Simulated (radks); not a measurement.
La, configuration [Xe] 5d1 6s2. Calculated with a radial shooting solver on a logarithmic mesh with Libxc functionals: scalar-relativistic Kohn-Sham, LDA (Slater exchange, Perdew-Wang correlation), spin-polarised, spherical densities, finite nucleus; open shells are filled with parallel spins first (spin-orbit coupling, left out, can overturn this in heavy ions); Fermi nuclear charge, rms radius 4.855 fm; hard spherical wall at 8 bohr.

Radial electron density D(r) = 4 pi r^2 rho(r):

r (bohr),D(r) (e/bohr),spin D(r)
0.001813,6.944,-0.00000514
0.002438,11.08,-0.00000826
0.003252,17.04,-0.0000129
0.004337,25.42,-0.0000199
0.005785,36.38,-0.0000304
0.007715,49.33,-0.0000468
0.01029,62.30,-0.0000744
0.01383,72.11,-0.000128
0.01845,74.68,-0.000228
0.02461,70.29,-0.000399
0.03283,65.65,-0.000580
0.04378,71.16,-0.000361
0.05839,87.81,0.00149
0.07788,98.01,0.00713
0.1047,85.75,0.0181
0.1397,71.61,0.0286
0.1863,79.72,0.0263
0.2484,80.21,0.00762
0.3314,48.70,0.00194
0.442,29.60,0.0394
0.5942,34.55,0.0700
0.7925,25.93,0.0233
1.057,12.33,0.00269
1.41,8.113,0.150
1.88,5.459,0.355
2.508,2.470,0.393
3.372,1.202,0.263
4.497,0.7055,0.107
5.998,0.2138,0.0193

D(r) has 4 maxima, at r = 0.0176, 0.0773, 0.219, 0.609 bohr, and minima at 0.0336, 0.144, 0.449 bohr, inside which lie 1.96, 11.16, 29.01 electrons.
